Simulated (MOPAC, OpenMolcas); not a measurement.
## How methods differ on GeNH4Cl (SMILES [NH2][GeH2][Cl])

GeNH4Cl: 7 atoms, total charge 0, spin state singlet. As SMILES, `[NH2][GeH2][Cl]`. The coordinates come from a PBE0-D4/def2-TZVP relaxation. This is one conformer, not always the lowest.

| atom | x (Å) | y (Å) | z (Å) |
| --- | --- | --- | --- |
| N | -0.7929 | 0.5155 | -0.7227 |
| Ge | 0.5799 | 0.0033 | 0.3532 |
| Cl | 0.3945 | -2.0546 | 1.0345 |
| H | -1.7009 | 0.5268 | -0.2796 |
| H | -0.8589 | 0.0147 | -1.5977 |
| H | 0.5593 | 0.8649 | 1.6172 |
| H | 1.8802 | 0.0613 | -0.4506 |

Each level gives the HOMO–LUMO gap (eV). The values are calculated.

```
         level            kind     program  value (eV)
           PM7  semi-empirical       MOPAC        8.52
    HF/cc-pVDZ    Hartree–Fock  OpenMolcas       15.41
 SVWN5/cc-pVDZ             LDA  OpenMolcas        5.72
revPBE/cc-pVDZ             GGA  OpenMolcas        5.88
  TPSS/cc-pVDZ        meta-GGA  OpenMolcas        6.10
 B3LYP/cc-pVDZ   global hybrid  OpenMolcas        7.68
B2PLYP/cc-pVDZ   double hybrid  OpenMolcas       10.90
```

All-electron rows without a relativistic Hamiltonian named are non-relativistic. The values span 5.72 to 15.41 eV. Orbital gaps aren't excitation energies, and those of double hybrids come from the SCF part alone; they tend to grow with the share of exact exchange.
